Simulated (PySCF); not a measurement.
## How methods differ on the interval between two levels of Xe(2+)

Xe(2+) [Kr] 4d10 5s2 5p4 [3P2, M_J = 2] → Xe(2+) [Kr] 4d10 5s1 5p5 [3P2, M_J = 2], as a difference of total energies. All numbers are calculated (PySCF 2.14, the two-component X2C-1e Hamiltonian, in x2c-TZVPall-2c). Correlated levels: [Ar] 3d10 frozen; the 6 highest virtual spinors dropped. "Screened" scales the spin-orbit matrix elements by Boettger's factors to mimic the two-electron term; Breit and QED terms are absent.

| method | interval between two levels (cm⁻¹) |
| --- | --- |
| GHF (spin-free) | 112870 |
| GMP2 (spin-free) | 105130 |
| GHF (screened spin-orbit) | 114610 |
| GMP2 (screened spin-orbit) | 106640 |

The labels give the starting determinants; with spin-orbit coupling the two ends relaxed to ⟨J²⟩ = 6.02, ⟨L²⟩ = 2.44, ⟨S²⟩ = 1.83 and ⟨J²⟩ = 6.01, ⟨L²⟩ = 2.03, ⟨S²⟩ = 2.03.
